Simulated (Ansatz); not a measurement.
`C#C[SiH2]CN` → `CC[SiH2]C#N`  (isomerisation)

Gas-phase electronic energies from Ansatz, PBE0-D4/def2-TZVP geometries. CCSD(T)/CBS is the MP2 limit (def2-TZVPP, def2-QZVPP) plus CCSD(T) − MP2 in def2-TZVPP, frozen cores. Functionals use def2-TZVPP. B3LYP here is the variant with VWN-RPA as its local correlation; programs differ in this. Each species was taken in one conformer, which may not be the lowest.

```json
{"level": "PBE-D4", "ΔE (kJ/mol)": "-167.2", "difference from CCSD(T)/CBS": "1.4"}
{"level": "PBE0-D4", "ΔE (kJ/mol)": "-168.6", "difference from CCSD(T)/CBS": "0.0"}
{"level": "B3LYP-D4", "ΔE (kJ/mol)": "-169.4", "difference from CCSD(T)/CBS": "-0.8"}
{"level": "ωB97X-V", "ΔE (kJ/mol)": "-177.2", "difference from CCSD(T)/CBS": "-8.6"}
{"level": "r2SCAN", "ΔE (kJ/mol)": "-171.4", "difference from CCSD(T)/CBS": "-2.8"}
{"level": "HF/def2-TZVPP", "ΔE (kJ/mol)": "-183.6", "difference from CCSD(T)/CBS": "-15.0"}
{"level": "SCS-MP2/def2-TZVPP", "ΔE (kJ/mol)": "-183.0", "difference from CCSD(T)/CBS": "-14.4"}
{"level": "CCSD/def2-TZVPP", "ΔE (kJ/mol)": "-178.6", "difference from CCSD(T)/CBS": "-10.0"}
{"level": "MP2/def2-QZVPP", "ΔE (kJ/mol)": "-173.4", "difference from CCSD(T)/CBS": "-4.8"}
{"level": "SCS-MP2/def2-QZVPP", "ΔE (kJ/mol)": "-177.4", "difference from CCSD(T)/CBS": "-8.8"}
{"level": "CCSD(T)/CBS", "ΔE (kJ/mol)": "-168.6", "difference from CCSD(T)/CBS": "0"}
```

Largest T1 diagnostic among the species: 0.012.

In def2-TZVPP, CCSD(T) changes the Hartree–Fock value by +5.7 kJ/mol (the triples alone add +0.6 kJ/mol) and MP2 by +4.5 kJ/mol.
